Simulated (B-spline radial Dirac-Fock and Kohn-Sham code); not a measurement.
## Magnetic form factor of the 3d shell of Sm⁴⁰⁺

System: samarium as Sm⁴⁰⁺, [Ar] 3d4.

Model: Dirac-Fock orbitals of the configuration average with a finite nucleus. Program: a radial B-spline solver. ⟨j_K⟩ is the integral of the 3d radial density with the spherical Bessel function j_K(4πsr), s = sin θ/λ.

```
s (Å⁻¹)    ⟨j0⟩    ⟨j2⟩    ⟨j4⟩
      0  1.0000  0.0000  0.0000
   0.05  0.9991  0.0004  0.0000
    0.1  0.9962  0.0015  0.0000
   0.15  0.9915  0.0034  0.0000
    0.2  0.9849  0.0060  0.0000
   0.25  0.9765  0.0093  0.0000
    0.3  0.9664  0.0133  0.0001
   0.35  0.9545  0.0180  0.0001
    0.4  0.9410  0.0233  0.0002
   0.45  0.9260  0.0291  0.0004
    0.5  0.9094  0.0355  0.0005
    0.6  0.8722  0.0496  0.0011
    0.7  0.8302  0.0652  0.0020
    0.8  0.7842  0.0818  0.0032
    0.9  0.7351  0.0990  0.0049
      1  0.6839  0.1163  0.0072
    1.1  0.6313  0.1332  0.0099
    1.2  0.5782  0.1494  0.0133
    1.4  0.4736  0.1783  0.0217
    1.6  0.3751  0.2007  0.0322
```

Radial moments of the shell: ⟨r²⟩ = 0.05157, ⟨r⁴⟩ = 0.004480, ⟨r⁶⟩ = 0.0005899 in powers of bohr.

Values without a named source are computed, but for edge energies of neutral atoms, which are taken from tables.
